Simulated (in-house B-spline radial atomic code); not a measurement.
Values are calculated unless marked as measured or tabulated.
Weak and strong correlation along the adiabatic connection

Two-electron singlets in several external potentials (atomic units), by full CI in B-splines with partial waves to l = 8 (correlation energies up to 0.6 % small). The repulsion is scaled by λ at fixed density; W(λ) is the mean repulsion less the Hartree energy, W(0) = E_x, and the area under W from 0 to 1 is E_xc.

One system gave this curve:

| λ | W (hartree) |
| --- | --- |
| 0 | -1.9038 |
| 0.02 | -1.9057 |
| 0.05 | -1.9086 |
| 0.12 | -1.9151 |
| 0.25 | -1.927 |
| 0.4 | -1.9403 |
| 0.6 | -1.9573 |
| 0.8 | -1.9735 |
| 1 | -1.9889 |
| 1.4 | -2.0178 |
| 2 | -2.0565 |
| 3 | -2.1112 |
| 4.5 | -2.1758 |
| 7 | -2.253 |
| 10 | -2.316 |

Question: Which system is it?
A. −Z/r, Z = 1.34, wall at 5.12 bohr
B. ω²r²/2 − Z/r, ω = 4.96, Z = 1
C. −Z/r, Z = 8
D. −V exp(−r²/w²), V = 13.3, w = 1.8

Answer: B. The exchange energy sets the size: ω²r²/2 − Z/r, ω = 4.96, Z = 1: E_x = -1.9, E_c = -0.0442; −Z/r, Z = 8: E_x = -4.78, E_c = -0.0452; −V exp(−r²/w²), V = 13.3, w = 1.8: E_x = -1.2, E_c = -0.0434; −Z/r, Z = 1.34, wall at 5.12 bohr: E_x = -0.642, E_c = -0.0393 hartree.
